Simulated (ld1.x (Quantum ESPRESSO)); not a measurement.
Transferability test, TM potential for erbium (Er)

```json
{
  "Element": "erbium",
  "Generator": "ld1.x (Quantum ESPRESSO) 7.5",
  "Type": "norm-conserving Troullier–Martins (Kleinman–Bylander form)",
  "Functional": "PBEsol",
  "Relativity": "scalar-relativistic",
  "Frozen core": "[Kr] 4d10",
  "Valence charge": "22",
  "Reference configuration": "4f12 5s2 5p6 5d0 6s2 6p0",
  "Partial waves": "5s (bound): rc 1.95 bohr; 5p (bound): rc 1.75 bohr; 4f (bound): rc 0.85 bohr; 5d (bound, empty): rc 2.10 bohr",
  "Local potential": "the d channel",
  "Core correction": "none"
}
```

Occupied shells without a wave of their own: 6s. They enter only through the test configuration that unscreens the potential.

Energies are relative to the spin-unpolarised reference configuration 4f12 5s2 5p6 5d0 6s2 6p0; without spin polarisation the order of configurations can differ from experiment.

```
   valence configuration  charge  ΔE all-electron (eV)  error AE − PS (meV)
4f12 5s2 5p6 5d0 6s0 6p0      +2                18.234                 +986
4f12 5s2 5p6 5d1 6s1 6p0       0                 2.952                 +250
4f12 5s2 5p6 5d0 6s0 6p2       0                 5.788                +1054
4f11 5s2 5p6 5d1 6s1 6p0      +1                11.876                 +365
4f10 5s2 5p6 5d0 6s0 6p0      +4                90.203                +2557
```

Question: What are ΔE and the potential's error for 4f12 5s2 5p6 5d0 6s1 6p0?

Answer: ΔE = 6.395 eV all-electron; the error (AE − PS) is +369 meV.

Question: What are ΔE and the potential's error for 4f11 5s2 5p6 5d0 6s0 6p0?

Answer: ΔE = 44.489 eV all-electron; the error (AE − PS) is +1634 meV.

Levels in the configuration 4f11 5s2 5p6 5d0 6s0 6p0:

```json
{"level": "4f", "all-electron (eV)": "-35.491", "pseudo (eV)": "-34.808"}
{"level": "5s", "all-electron (eV)": "-82.050", "pseudo (eV)": "-81.385"}
{"level": "5p", "all-electron (eV)": "-55.421", "pseudo (eV)": "-54.623"}
```

These tests converged, but a pseudo level misses the all-electron one widely, so the file describes the atom poorly there or has found another state: 4f11 5s2 5p6 5d0 6s0 6p0: empty 6p by 2.0 eV; 4f10 5s2 5p6 5d0 6s0 6p0: empty 6p by 5.6 eV. ld1.x printed “convergence not achieved” for 7 of the counted tests; their residual had stalled under 1e-8, short of the target of 1e-14. The 6s level has no wave, so the channel is fitted at the deeper level alone: the likely source of the large errors.

The potential misses its own reference levels by up to 0.3 eV.
